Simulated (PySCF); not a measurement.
Molecule: `C#Cc1cnsc1`, C$_{5}$H$_{3}$NS.

Geometry (Å), atoms numbered from 1 in this order:
```xyz
10

C     2.483   -0.284    0.526
C     1.316   -0.177    0.264
C    -0.052   -0.034   -0.036
C    -0.863    1.060    0.369
N    -2.108    1.014   -0.005
S    -2.418   -0.335   -0.871
C    -0.815   -0.918   -0.760
H     3.502   -0.377    0.754
H    -0.518    1.898    0.949
H    -0.518   -1.842   -1.213
```

Frames of a GFN2-xTB Langevin trajectory at 300 K; GIAO PBE0/pcSseg-1 shieldings in PySCF 2.14, gas phase, non-relativistic; equivalent atoms averaged within each frame.

References, each an isolated molecule treated in the same way: 13C (σref 186.93), 1H (σref 31.72) against TMS; 15N (σref 267.73) vs NH3; 33S (σref 503.73) against CS2. The references are static minima.

How do the shifts (ppm) fluctuate along the trajectory?

## Answers


```
         time (fs)     C4     C7     C3    C1    C2     N5   S6   H10    H9    H8
optimised geometry  164.2  163.5  122.9  90.6  79.9  346.3  393  8.66  8.60  2.93
               250  169.8  161.1  126.5  92.9  84.0  362.5  399  8.61  8.26  3.24
               425  168.0  161.0  127.4  93.7  81.7  364.1  376  8.58  8.67  2.62
               625  161.3  159.6  122.4  97.8  87.6  320.8  356  8.49  8.08  3.53
               800  170.9  163.6  126.0  93.9  80.6  374.8  391  8.64  9.22  3.45
              1000  164.9  153.3  127.9  96.2  82.2  345.2  355  8.63  8.41  2.73
    mean of frames  167.0  159.7  126.0  94.9  83.2  353.5  375  8.59  8.53  3.11
standard deviation    3.9    3.9    2.1   2.0   2.8   21.1   20  0.06  0.45  0.41
```

5 frames give an uncertainty of the mean of about the standard deviation over 2.2 at best, since frames this close in time may not be independent; classical motion lacks zero-point vibration, and the reference would need the same averaging.
